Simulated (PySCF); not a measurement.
**Atomic charges by several schemes**

Compound: C5H8O3Si.
Z-matrix (Å and degrees, GFN2-xTB geometry), rows numbered from 1:
```
C 
O   1  1.4085
C   2  1.4200  1  114.00
C   3  1.5234  2  105.82  1  -172.40
C   4  1.5223  3  107.58  2   -63.07
O   5  1.2034  4  123.18  3   160.04
Si  5  1.9310  4  108.99  3   -21.22
C   3  1.5310  2  105.38  1    75.26
O   8  1.2028  3  125.18  2  -121.53
H   1  1.0954  2  110.79  3    61.17
H   1  1.0881  2  106.29  3  -179.97
H   1  1.0949  2  111.93  3   -60.40
H   3  1.0983  2  111.54  1   -48.76
H   4  1.0925  3  110.55  2   179.00
H   4  1.0911  3  111.47  2    58.19
H   7  1.4583  5  112.65  4  -121.05
H   7  1.4547  5  112.98  4   107.32
```

Density: PBE0/pcSseg-1 (PySCF); schemes: Mulliken, IAO, Hirshfeld and ESP-fitted. Geometry: GFN2-xTB, one conformer, isolated molecule.

Problem. Do the Mulliken, IAO, Hirshfeld and ESP-fitted schemes agree on where the charge is highest?

Solution. The schemes don't all agree: Mulliken Si7 (+0.613); IAO Si7 (+0.600); Hirshfeld Si7 (+0.309); ESP-fitted C5 (+0.428).

Problem. At which atom do the 4 schemes differ most?

Solution. At Si7: from +0.182 (ESP-fitted) to +0.613 e (Mulliken), 0.431 e apart.

Problem. Which atoms carry the lowest charge in the Mulliken, IAO, Hirshfeld and ESP-fitted schemes?

Solution. The schemes don't all agree: Mulliken O2 (-0.500); IAO O2 (-0.386); Hirshfeld O6 (-0.222); ESP-fitted C4 (-0.462).

Problem. Give the atomic charges in each scheme.

Solution. In e:

```json
{"atom": "C1", "environment": "methoxy carbon", "Mulliken": "-0.028", "IAO": "-0.208", "Hirshfeld": "-0.037", "ESP-fitted": "-0.321"}
{"atom": "O2", "environment": "ether oxygen", "Mulliken": "-0.500", "IAO": "-0.386", "Hirshfeld": "-0.113", "ESP-fitted": "-0.262"}
{"atom": "C3", "environment": "sp3 carbon bound to oxygen", "Mulliken": "-0.052", "IAO": "+0.029", "Hirshfeld": "+0.025", "ESP-fitted": "+0.152"}
{"atom": "C4", "environment": "sp3 carbon next to a carbonyl", "Mulliken": "-0.130", "IAO": "-0.324", "Hirshfeld": "-0.086", "ESP-fitted": "-0.462"}
{"atom": "C5", "environment": "carbonyl carbon", "Mulliken": "+0.004", "IAO": "+0.159", "Hirshfeld": "+0.084", "ESP-fitted": "+0.428"}
{"atom": "O6", "environment": "carbonyl oxygen", "Mulliken": "-0.332", "IAO": "-0.370", "Hirshfeld": "-0.222", "ESP-fitted": "-0.428"}
{"atom": "Si7", "environment": "SiH2 silicon", "Mulliken": "+0.613", "IAO": "+0.600", "Hirshfeld": "+0.309", "ESP-fitted": "+0.182"}
{"atom": "C8", "environment": "carbonyl carbon", "Mulliken": "+0.039", "IAO": "+0.123", "Hirshfeld": "+0.069", "ESP-fitted": "+0.378"}
{"atom": "O9", "environment": "carbonyl oxygen", "Mulliken": "-0.318", "IAO": "-0.362", "Hirshfeld": "-0.217", "ESP-fitted": "-0.445"}
{"atom": "H10", "environment": "methyl hydrogen", "Mulliken": "+0.106", "IAO": "+0.134", "Hirshfeld": "+0.045", "ESP-fitted": "+0.145"}
{"atom": "H11", "environment": "methyl hydrogen", "Mulliken": "+0.132", "IAO": "+0.166", "Hirshfeld": "+0.057", "ESP-fitted": "+0.164"}
{"atom": "H12", "environment": "methyl hydrogen", "Mulliken": "+0.110", "IAO": "+0.130", "Hirshfeld": "+0.039", "ESP-fitted": "+0.138"}
{"atom": "H13", "environment": "methine hydrogen", "Mulliken": "+0.121", "IAO": "+0.138", "Hirshfeld": "+0.045", "ESP-fitted": "+0.066"}
{"atom": "H14", "environment": "methylene hydrogen", "Mulliken": "+0.165", "IAO": "+0.173", "Hirshfeld": "+0.063", "ESP-fitted": "+0.169"}
{"atom": "H15", "environment": "methylene hydrogen", "Mulliken": "+0.158", "IAO": "+0.176", "Hirshfeld": "+0.057", "ESP-fitted": "+0.176"}
{"atom": "H16", "environment": "Si–H hydrogen", "Mulliken": "-0.051", "IAO": "-0.095", "Hirshfeld": "-0.062", "ESP-fitted": "-0.051"}
{"atom": "H17", "environment": "Si–H hydrogen", "Mulliken": "-0.038", "IAO": "-0.082", "Hirshfeld": "-0.057", "ESP-fitted": "-0.030"}
```

Mean size of the charges over all atoms: ESP-fitted 0.235 e, IAO 0.215 e, Mulliken 0.170 e, Hirshfeld 0.093 e. Each set sums to the total charge, 0, to within 0.001 e. The Mulliken scheme counts on each atom the diagonal of the density matrix times the overlap matrix over that atom's basis functions.

Problem. Sum the charges by element, for elements with more than one atom.

Solution. 
```
element  atoms  Mulliken     IAO  Hirshfeld  ESP-fitted
      C      5    -0.167  -0.222     +0.055      +0.175
      O      3    -1.150  -1.119     -0.552      -1.135
      H      8    +0.704  +0.741     +0.188      +0.778
```

Problem. How closely do the schemes follow one another over all atoms?

Solution. Correlation coefficient and root-mean-square difference: IAO with Hirshfeld 0.96, 0.146 e; Mulliken with IAO 0.94, 0.088 e; Mulliken with Hirshfeld 0.91, 0.137 e; IAO with ESP-fitted 0.84, 0.152 e; Hirshfeld with ESP-fitted 0.79, 0.194 e; Mulliken with ESP-fitted 0.65, 0.218 e.

The run behind these numbers computed NMR shieldings as well. On one thread of an Intel Xeon at 2.50 GHz (shared host), this took 2.6 min wall, 99 s CPU and 0.89 GiB of memory at its peak.
